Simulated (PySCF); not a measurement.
CH8FN3Si, SMILES [Si](N)(CF)(N)N.

Geometry optimised at B3LYP-D3(BJ)/def2-SVP. The structure was generated by enumeration, and PubChem lists no compound with its InChIKey, so it may never have been made. The values are those of a single conformer.

These are PySCF with PBE/def2-TZVP values and carry that method's errors.

Computed frontier levels, gap, dipole moment and polarisability:
```
Item                                                                                                           Result
---------------------------------------------------------------------------------------------  ----------------------
highest occupied level                                                                                       -5.66 eV
lowest empty level                                                                                           -0.02 eV
orbital gap                                                                                                   5.64 eV
dipole moment                                                                                               0.315 e·Å
quadrupole, principal values (traceless, Buckingham form, about the centre of nuclear charge)   -5.70, 0.71, 4.99 D·Å
mean static polarisability                                                                       62.5 bohr³ (9.26 Å³)
polarisability, principal values                                                               59.7, 63.4, 64.2 bohr³
```
